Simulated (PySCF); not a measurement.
EPR parameters of C7H9O

Species: C7H9O (doublet state).
Z-matrix (Å and degrees, GFN2-xTB geometry), rows numbered from 1:
```
C 
C   1  1.3196
C   2  1.5046  1  124.26
C   3  1.4868  2  108.99  1  -113.85
C   4  1.3843  3  130.52  2    83.83
C   5  1.3750  4  108.58  3  -176.33
C   6  1.4925  5  107.07  4     0.57
O   4  1.3695  3  118.32  2   -91.59
H   1  1.0768  2  122.02  3   178.32
H   1  1.0780  2  121.72  3    -2.19
H   2  1.0815  1  120.81  3  -177.41
H   3  1.0910  2  109.94  1     6.58
H   3  1.0924  2  109.70  1   127.15
H   5  1.0722  4  124.58  3     4.09
H   6  1.0696  5  129.07  4  -179.36
H   7  1.1021  6  113.32  5   118.60
H   7  1.1018  6  113.42  5  -118.95
```

The hyperfine couplings belong to this conformer and change with its torsions.

Identity: `C=CC[C]1C=CCO1` [radical].

Level of theory: UKS B3LYP, pcH-1 on C H O, non-relativistic, mean-field spin-orbit, GIAO in PySCF. The structure is a single GFN2-xTB conformer in the gas phase; no vibrational or solvent corrections. The geometry wasn't refined by DFT: couplings that depend on bond lengths, twists or pyramidal angles can differ widely from those at the functional's own minimum. No stability test was run, so a lower SCF solution isn't excluded.

| Property | Result |
| --- | --- |
| g1, g2, g3 | 2.00211, 2.00338, 2.00394 |
| g_iso | 2.00314 |
| Form of g | rhombic: the two nearest values differ by 30 % of g3 − g1 |
| ⟨S²⟩ | 0.7696 (exact 0.7500) |
| α and β electrons | 30, 29 |
| HOMO–LUMO gap, α and β orbitals | 4.21, 5.80 eV |
| Basis functions | 290 |

Isotropic coupling and dipolar principal values T1 to T3, in MHz:

| atom | isotope | a_iso | T1 | T2 | T3 | Mulliken spin population |
| --- | --- | --- | --- | --- | --- | --- |
| C1 | 13C | 1.8 | -2.8 | -2.0 | 4.7 | 0.03 |
| C2 | 13C | 41.1 | -4.4 | -2.0 | 6.3 | 0.01 |
| C3 | 13C | -17.4 | -1.2 | 0.2 | 0.9 | -0.04 |
| C4 | 13C | 50.0 | -46.1 | -44.5 | 90.6 | 0.50 |
| C5 | 13C | -39.5 | -21.8 | 10.0 | 11.8 | -0.20 |
| C6 | 13C | 50.6 | -47.7 | -45.7 | 93.4 | 0.58 |
| C7 | 13C | -30.1 | -1.1 | 0.2 | 0.9 | -0.06 |
| O8 | 17O | -15.3 | -44.5 | 20.9 | 23.5 | 0.09 |
| H9 | 1H | 0.3 | -1.5 | -0.7 | 2.2 | 0.00 |
| H10 | 1H | -1.4 | -1.0 | -0.4 | 1.5 | 0.00 |
| H11 | 1H | -1.3 | -2.5 | -1.3 | 3.8 | 0.00 |
| H12 | 1H | 19.7 | -3.2 | -2.7 | 5.9 | 0.01 |
| H13 | 1H | 16.9 | -3.0 | -2.7 | 5.7 | 0.01 |
| H14 | 1H | 7.7 | -4.3 | 0.1 | 4.2 | 0.01 |
| H15 | 1H | -39.6 | -23.4 | 0.1 | 23.4 | -0.03 |
| H16 | 1H | 113.3 | -3.3 | -1.1 | 4.5 | 0.05 |
| H17 | 1H | 111.0 | -3.4 | -1.1 | 4.5 | 0.05 |

The largest Mulliken spin populations are on C6 (+0.58), C4 (+0.50), C5 (-0.20) and O8 (+0.09). The positive populations add up to 1.33 and the negative ones to -0.33, together 2S = 1. The angles at C6 add up to 360.0°, so it is planar.

The SMILES `C=CC[C]1C=CCO1` draws the unpaired electron on C4, whose computed spin population is only +0.50.

Axes: g2 points within 7° of the C4–O8 bond and g3 points within 7° of the C6–H15 bond.

Under fast tumbling the dipolar parts average out, and these isotropic splittings remain: 2 × 1H (H16/H17, I = 1/2, 3 lines) with 4.00 mT, 1 × 1H (H15, I = 1/2, 2 lines) with 1.41 mT, 2 × 1H (H12/H13, I = 1/2, 3 lines) with 0.65 mT, 1 × 1H (H14, I = 1/2, 2 lines) with 0.27 mT, 1 × 1H (H10, I = 1/2, 2 lines) with 0.05 mT and 1 × 1H (H11, I = 1/2, 2 lines) with 0.05 mT.

Nuclei that the bonding pattern makes equivalent are averaged, as if the motion that swaps them (rotation, inversion, ring flip) were fast.

The 17O coupling of O8 (-15.3 MHz) shows only in satellite lines or after enrichment, since that isotope makes up about 0.038 % of natural oxygen.

The 13C coupling of C6 (50.6 MHz) shows only in satellite lines or after enrichment, since that isotope makes up about 1.07 % of natural carbon.

The spin density at the nucleus, in bohr⁻³, is negative for C5 (-0.0351), C7 (-0.0268) and C3 (-0.0155), for instance. A restricted open-shell determinant has no negative spin density anywhere; here it arises because α and β orbitals differ (spin polarisation).
